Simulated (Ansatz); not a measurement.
This geometry of CH$_{7}$BBrGeN (12 atoms, charge 0, multiplicity 1) is a first-order saddle point.

Level of theory: RKS PBE-D4/def2-SVP in Ansatz 0.2.0.

```xyz
12
Properties=species:S:1:pos:R:3
C -1.024 -0.668 0.856
N -0.240 0.345 0.139
Ge 1.624 0.122 0.188
B -0.781 0.884 -1.074
Br -0.777 -0.148 -2.744
H -2.054 -0.297 1.047
H -0.568 -0.877 1.846
H -1.110 -1.635 0.305
H 2.235 1.302 -0.605
H 2.054 -1.242 -0.427
H 2.008 0.173 1.690
H -1.290 1.984 -1.188
```

Task: Which two structures does it join? (They come from a converged band through this point; their orientation in space is the band's.)

Result: No bond is made or broken. The dihedral Ge3–N2–B4–Br5 goes from 0 to 180°.

First end point:

```xyz
12
Properties=species:S:1:pos:R:3
C -1.005 -0.157 1.147
N -0.257 0.064 -0.092
Ge 1.618 -0.250 -0.043
B -0.900 0.487 -1.258
Br 0.127 0.767 -2.892
H -2.076 0.074 0.984
H -0.635 0.489 1.972
H -0.930 -1.212 1.490
H 2.372 1.061 -0.360
H 1.985 -1.382 -1.029
H 1.873 -0.689 1.424
H -2.095 0.693 -1.310
```

Last end point:

```xyz
12
Properties=species:S:1:pos:R:3
C -1.024 -0.754 0.699
N -0.183 0.128 -0.107
Ge 1.676 -0.153 0.085
B -0.638 1.127 -0.980
Br -2.533 1.483 -1.245
H -2.093 -0.529 0.523
H -0.815 -0.629 1.784
H -0.847 -1.822 0.444
H 2.410 0.856 -0.820
H 1.967 -1.622 -0.322
H 2.023 0.044 1.585
H 0.136 1.815 -1.611
```

Task: How far does it lie above each of them?

Result: 1.04 eV above the first and 1.05 eV above the second. This is the barrier of this one path; another mechanism may lie lower.

The run took 5.2 min on 2 threads of AMD EPYC 9R14 (Zen 4), with other jobs on the host, peak memory 0.25 GiB.
